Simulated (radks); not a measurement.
Values are calculated unless marked as measured or tabulated.
Species: neutral rubidium. Configuration: [Ar] 3d10 4s2 4p5 5s1 4f1 (not the ground configuration). Level of theory: Dirac Kohn-Sham, PBE, spin-unpolarised, spherical densities, finite nucleus; open shells fill j = l - 1/2 first; Fermi nuclear charge, rms radius 4.2036 fm (a radial shooting solver on a logarithmic mesh with Libxc functionals).

Radial electron density D(r) = 4 pi r^2 rho(r):

```
   r/bohr * D(r) (the largest magnitude, 53.2, reaches the edge; | marks zero)
 0.001895 | *
 0.002652 |  *
 0.003711 |     *
 0.005152 |         *
 0.007209 |               *
  0.01009 |                       *
  0.01412 |                                 *
  0.01975 |                                           *
  0.02764 |                                               *
  0.03837 |                                            *
   0.0537 |                                       *
  0.07514 |                                          *
   0.1051 |                                                      *
   0.1471 |                                                      *
   0.2059 |                                      *
   0.2858 |                                *
      0.4 |                                        *
   0.5597 |                              *
   0.7832 |            *
    1.096 |      *
    1.534 |     *
    2.146 | *
    2.979 |*
    4.169 *
    5.833 *
    8.163 *
    11.42 *
    15.98 *
    22.19 *
    31.05 *
```

D(r) has 4 maxima, at r = 0.0283, 0.125, 0.413, 16.0 bohr, and minima at 0.0582, 0.264, 8.43 bohr, inside which lie 2.07, 11.07, 36.04 electrons.
